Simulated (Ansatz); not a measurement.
Basis-set extrapolation for CH$_{6}$F$_{2}$N$_{2}$Si (`CN[Si](N)(F)F`) (PBE0-D4/def2-TZVP geometry, frozen core, Ansatz). Multiplicity 1, RHF reference.

```csv
,def2-TZVPP,def2-QZVPP
HF,-638.461899,-638.488953
MP2 correlation,-1.210794,-1.311587
CCSD(T) correlation,-1.282140,not run
```

Energies in hartree. Use E(X) = E(∞) + A·exp(−7.88·√X) for Hartree–Fock and E(X) = E(∞) + B·X^(−2.97) for correlation, with X = 3 and 4, and add CCSD(T) minus MP2 of the smaller set to the MP2 limit.

Problem. What is the CCSD(T) energy at the basis-set limit?

Solution. HF limit: -638.488953 + (-0.027054) × 0.13774 = -638.49268. MP2 limit: -1.311587 + (-0.100793) × 0.74074 = -1.38625. Higher-order term: -1.282140 − (-1.210794) = -0.07135. Total: -639.95028 hartree, 129.4 kcal/mol below CCSD(T)/def2-TZVPP.
